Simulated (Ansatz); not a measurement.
`C[SiH](O)CS` + `BO[Si](C)(O)O` → `C[SiH](O)O[Si](C)(O)O` + `BCS`  (redistribution)

Computed with Ansatz on PBE0-D4/def2-TZVP structures; ΔE is electronic, products minus reactants. CCSD(T)/CBS is the MP2 limit (def2-TZVPP, def2-QZVPP) plus CCSD(T) − MP2 in def2-TZVPP, frozen cores. DFT in def2-TZVPP. B3LYP here is the variant with VWN-RPA as its local correlation; programs differ in this. Each species was taken in one conformer, which may not be the lowest.

```
             level  ΔE (kcal/mol)  difference from CCSD(T)/CBS
            PBE-D4            4.6                          2.3
         r2SCAN-D4            2.5                          0.2
           PBE0-D4            3.2                          0.9
          B3LYP-D4            2.6                          0.3
           ωB97X-V            2.2                         -0.1
           ωB97M-V            2.6                          0.3
            B2PLYP            2.3                          0.0
               PBE            4.4                          2.1
            r2SCAN            2.6                          0.3
              PBE0            3.1                          0.8
             B3LYP            2.1                         -0.2
     HF/def2-TZVPP           -1.4                         -3.7
    MP2/def2-TZVPP            2.9                          0.6
SCS-MP2/def2-TZVPP            2.2                         -0.1
   CCSD/def2-TZVPP            1.7                         -0.6
CCSD(T)/def2-TZVPP            2.6                          0.3
     HF/def2-QZVPP           -1.7                         -4.0
    MP2/def2-QZVPP            2.6                          0.3
SCS-MP2/def2-QZVPP            2.0                         -0.3
      HF/CBS(def2)           -1.8                         -4.1
     MP2/CBS(def2)            2.6                          0.3
    CCSD/CBS(def2)            1.4                         -0.9
       CCSD(T)/CBS            2.3                            0
```

Largest T1 diagnostic among the species: 0.012.

In def2-TZVPP, CCSD(T) changes the Hartree–Fock value by +4.1 kcal/mol (the triples alone add +0.9 kcal/mol) and MP2 by +4.3 kcal/mol. From PBE to PBE0 (25 % exact exchange), in def2-TZVPP and without D4, ΔE moves by −1.3 kcal/mol.
